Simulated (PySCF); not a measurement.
## Computed properties of CH6ClFOSi2, SMILES O[C@H]([SiH3])[Si@@H](F)Cl

CH₆ClFOSi₂, SMILES [SiH3][C@@H](O)[Si@H](Cl)F. Coordinates come from a B3LYP-D3(BJ)/def2-SVP optimisation. The structure was generated by enumeration; whether it is a known compound was not checked. One conformer was computed; it need not be the lowest. All values are computed for the isolated molecule unless a solvent is named; none is compared with measurement here.

**Structure.** All 30 harmonic modes at B3LYP-D3(BJ)/def2-SVP (PySCF) are real, so it is a minimum. With heavy atoms numbered as in [OH:1][C@H:2]([SiH3:3])[Si@@H:4]([F:5])[Cl:6], the shortest bond between them is O1–C2 at 1.436 Å and the longest Si4–Cl6 at 2.076 Å.

**Vibrations.** The strongest infrared lines (harmonic, unscaled, degenerate partners summed) lie at 911 cm⁻¹ (368 km/mol, H 40 %, Si 32 %, F 28 %), 855 cm⁻¹ (147 km/mol, H 42 %, C 28 %, Si 21 %), 2284 cm⁻¹ (108 km/mol, H 97 %). The softest mode is at 46 cm⁻¹ and the zero-point energy is 44.3 kcal/mol.

**Electronic structure.** M06-2X/def2-TZVP (PySCF) places the frontier levels at -9.10 and 0.59 eV, a gap of 9.69 eV, and gives a dipole moment of 2.09 D and a mean polarisability of 76.5 bohr³. PBE/def2-TZVP (PySCF) at the same geometry gives -6.27 and -1.11 eV, so its gap is 4.53 eV narrower. An orbital gap is neither the optical nor the fundamental gap.

**Excitations.** TDA-M06-2X/def2-SVPD (PySCF) has S1 at 6.36 eV (195 nm, f = 0.001, dark); the most intense of the 10 singlets computed lies at 7.96 eV (f = 0.15). T1 (TDA) is at 5.95 eV, 0.41 eV under S1. TDA-PBE/def2-SVPD (PySCF) puts S1 at 5.29 eV. No vertical singlet excitation falls in the visible range (under 3.1 eV).

**NMR.** GIAO shifts at PBE0/pcSseg-1 (PySCF) (non-relativistic, atoms alike by connectivity averaged): ¹³C at 55.8 ppm against TMS; ¹H from 0.5 to 5.7 ppm against TMS; ²⁹Si from -71.7 to 16.3 ppm against TMS; ¹⁹F at -163.2 ppm against CFCl3. Without spin–orbit terms, shifts of atoms bonded to Cl or Br come out too high.

**Solvation.** SMD-ωB97X/def2-SVP (PySCF) gives -2.8 kcal/mol in water, -6.3 kcal/mol in 2-propanol, -5.0 kcal/mol in dichloromethane (1 M in both phases, gas-phase geometry); of these solvents 2-propanol holds the molecule best.
